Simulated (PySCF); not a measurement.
Coordinates in bohr (charge 1 multiplicity 1):
```
S     0.0000    0.0000    0.0000
Al    4.5593    0.0001    0.0000
Al   -2.2797    3.9484    0.0000
Al   -2.2796   -3.9485    0.0000
```

Computed with PBE0/[S def2-TZVP, Al def2-TZVP], no relativity, density fitting, PySCF.

This geometry of [Al3S]+ is a stationary point at this level.

What is the point group?

D3h.

Is it a minimum?

Yes: all harmonic wavenumbers are real, though the softest, 58 cm⁻¹, leaves little margin.

Which band is strongest in the infrared?

313 cm⁻¹ (e'), 640 km/mol.

Give the ideal-gas entropy at 298.15 K and 1 bar by parts.

translation 167.8, rotation 104.6, vibration 71.2, spin 0.0; total 343.6 J/(mol K).

Other isomers or separated fragments may lie lower.
